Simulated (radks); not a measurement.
Results of a calculation; reference values are marked as such.
Problem. The beryllium ion Be3+, configuration 1s1. Level of theory: non-relativistic Kohn-Sham, LDA (Slater exchange, VWN5 correlation), spin-polarised, spherical densities, point nucleus; open shells are filled with parallel spins first (a radial shooting solver on a logarithmic mesh with Libxc functionals). Some entries of the table are withheld. Estimate them.

orbital,occ.,eigenvalue (hartree),<r> (bohr)
1s up,1,-6.98460,0.3806
2s up,0,(1),(2)
2p up,0,-1.33540,1.403

Solution. 
(1) 2s up eigenvalue (hartree): -1.39996
(2) 2s up <r> (bohr): 1.642
